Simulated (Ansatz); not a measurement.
Reaction (ligand exchange at the Si–F bond): `C=C[SiH](C)F` + silanol → `C=C[SiH](C)O[SiH3]` + H–F

Calculated with Ansatz (gas phase, PBE0-D4/def2-TZVP geometries, no zero-point term in ΔE). CBS: MP2 limit from def2 TZ/QZ plus the TZ coupled-cluster correction, frozen cores. This one scheme is used for every species. DFT in def2-TZVPP. HSE06 is defined as in plane-wave codes. One conformer a species, not always the lowest.

`C=C[SiH](C)F`:

Z-matrix (Å, degrees):
```
Si
C 1 1.851
F 1 1.607 2 109.2
C 1 1.855 2 112.7 3 -119.4
H 1 1.487 2 108.2 3 116.6
C 2 1.331 1 121.8 3 -118.3
H 2 1.089 1 120.0 3 63.2
H 4 1.093 1 110.9 2 177.9
H 4 1.093 1 111.0 2 57.7
H 4 1.093 1 110.4 2 -62.2
H 6 1.087 2 121.5 1 1.7
H 6 1.087 2 122.5 1 -178.3
```

`O[SiH3]`:

Cartesian coordinates in Å:
```
O -0.823 -0.560 0.807
Si 0.112 0.155 -0.346
H -0.434 -0.710 1.669
H 0.560 1.512 0.073
H -0.739 0.257 -1.553
H 1.325 -0.654 -0.649
```

`C=C[SiH](C)O[SiH3]`:

```xyz
16

C     0.684    1.495    1.655
C     1.203    1.208    0.465
Si    0.487   -0.060   -0.686
C    -0.088    0.711   -2.276
O    -0.792   -0.783    0.046
Si   -1.242   -1.993    1.044
H    -0.205    0.991    2.025
H     1.116    2.244    2.314
H     2.096    1.751    0.153
H     1.522   -1.095   -0.975
H    -0.872    1.448   -2.084
H     0.740    1.218   -2.779
H    -0.485   -0.046   -2.956
H    -0.165   -3.013    1.151
H    -1.527   -1.449    2.397
H    -2.472   -2.629    0.507
```

H–F:

Cartesian coordinates in Å:
```
F -0.422 0.178 0.048
H 0.422 -0.178 -0.048
```

Q: Is it downhill or uphill in electronic energy at CCSD(T)/CBS, and by how much? (Estimate.)

A: Computed: Uphill: ΔE = +22.1 kJ/mol.

Q: What do these levels give: LDA (SPW92), HSE06, BHLYP, LC-ωPBE, SCS-MP2/def2-TZVPP, CCSD(T)/def2-TZVPP? (An estimate is asked.)

A: Ansatz gave: LDA (SPW92) 28.0, HSE06 31.8, BHLYP 34.2, LC-ωPBE 33.0, SCS-MP2/def2-TZVPP 25.1, CCSD(T)/def2-TZVPP 23.2 kJ/mol.

Q: What do rigid-rotor, harmonic-oscillator terms from PBE0-D4/def2-TZVP frequencies (298.15 K, 1 bar) make of the CCSD(T)/CBS value? (An estimate is asked.)

A: Ansatz gave: ΔZPE = -4.3 kJ/mol, ΔH = +21.5 kJ/mol, ΔS = -8 J/(mol·K), ΔG = +24.0 kJ/mol. Modes under 50 cm⁻¹ make the entropy rough.

Largest T1 diagnostic among the species: 0.011.

In def2-TZVPP, CCSD(T) changes the Hartree–Fock value by −10.6 kJ/mol (the triples alone add −1.4 kJ/mol) and MP2 by −12.2 kJ/mol. From PBE to PBE0 (25 % exact exchange), in def2-TZVPP and without D4, ΔE moves by −4.2 kJ/mol. The D4 term adds −14.0 kJ/mol with B3LYP and −8.3 kJ/mol with PBE0; it sums over pairs of atoms, weighted by their polarisabilities, and B3LYP, whose exchange is more repulsive, gets the larger term.

B3LYP here is the variant with VWN-RPA as its local correlation; programs differ in this.
